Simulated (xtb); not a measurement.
C2H6ClFSi, SMILES CC[Si@@H](F)Cl. All values are semi-empirical tight-binding results from xtb (GFN2-xTB unless named), good for trends rather than for accurate numbers. Geometry optimised at GFN2-xTB. The structure was generated by enumeration; whether it is a known compound was not checked. One conformer was computed; it need not be the lowest.

```
Property                                           Value
-----------------------------------------  -------------
orbital gap                                      6.24 eV
dipole moment                                     2.15 D
zero-point energy                          48.8 kcal/mol
G − E(el) at 298.15 K (modified RRHO)      28.6 kcal/mol
static polarisability (D4 model)              70.5 bohr³
solvation energy, GFN2-xTB/ALPB(water)     -0.6 kcal/mol
solvation energy, GFN2-xTB/ALPB(methanol)  -3.2 kcal/mol
```
